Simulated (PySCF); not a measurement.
## Core-level binding energies of `CC#C[SiH2]C`

C4H8Si.
Atom-mapped SMILES: `[CH3:1][C:2]#[C:3][SiH2:4][CH3:5]`

Structure used (PBE0-D3(BJ)/def2-SVP), in Å, numbered top down from 1:
```xyz
13
C4H8Si angstrom
C      2.8461   -0.9796    0.2255
C      1.5556   -0.3215    0.3098
C      0.4740    0.2375    0.3795
Si    -1.1649    1.0502    0.4615
C     -2.4286    0.0926   -0.5425
H      3.2047   -1.2778    1.2233
H      2.7887   -1.8856   -0.3983
H      3.6010   -0.3121   -0.2187
H     -1.0384    2.4456   -0.0617
H     -1.5932    1.1310    1.8921
H     -2.1293    0.0495   -1.6007
H     -3.4183    0.5711   -0.4808
H     -2.5178   -0.9385   -0.1683
```

Method: delta-SCF UKS SCAN, pcX-2 on the ionised atom, pcseg-1 elsewhere, spin-free X2C in PySCF. Each binding energy is the total energy of the core-ionised species, with the hole localised on one atom, minus that of the ground state; both are solved self-consistently, so orbital relaxation is included.

Give the core binding energies atom by atom.

| atom(s) | bonded to | level | binding energy (eV) | 2p1/2 (eV) | above the level's lowest (eV) | count |
| --- | --- | --- | --- | --- | --- | --- |
| C1 | C and 3 H | C 1s | 291.65 | – | +2.18 | 1 |
| C2 | C (triple bond) and C | C 1s | 290.25 | – | +0.78 | 1 |
| C3 | C (triple bond) and Si | C 1s | 289.47 | – | 0.00 | 1 |
| Si4 | 2 C and 2 H | Si 2p3/2 | 106.58 | 107.20 | 0.00 | 1 |
| Si4 | 2 C and 2 H | Si 1s | 1846.43 | – | 0.00 | 1 |
| C5 | 3 H and Si | C 1s | 290.12 | – | +0.65 | 1 |

The listed C 1s values span 2.18 eV, from C3 (bonded to C (triple bond) and Si) to C1 (bonded to C and 3 H). Summing the Pauling electronegativity differences to the bonded atoms, each weighted by its formal bond order, gives -0.65 for the lowest site and -1.05 for the highest; the largest sum, 0.00, belongs to C2, 1.40 eV below the top. The smallest sum, -1.70, belongs to C5, 0.65 eV above the lowest.

Which effective nuclear charge Zeff reproduces each element's mean 1s value in the hydrogen-like formula E = 13.606 eV × Zeff²?

C (Z = 6): mean 290.4 eV, Zeff = 4.62, Z − Zeff = 1.38; Si (Z = 14): mean 1846.4 eV, Zeff = 11.65, Z − Zeff = 2.35. Means run over the listed sites, weighted by atom count.

Spin contamination (⟨S²⟩ against 0.75 for a pure doublet) is marked for C 1s of C2 (0.86), which makes this value less certain. The 2p values add to the ΔSCF energy of one spin-free hole a correction within the shell (spin–orbit coupling, ligand field). 2p1/2 minus 2p3/2 (ligand field included): Si 0.62 eV. Isolated species at its PBE0-D3(BJ)/def2-SVP geometry, gas phase.
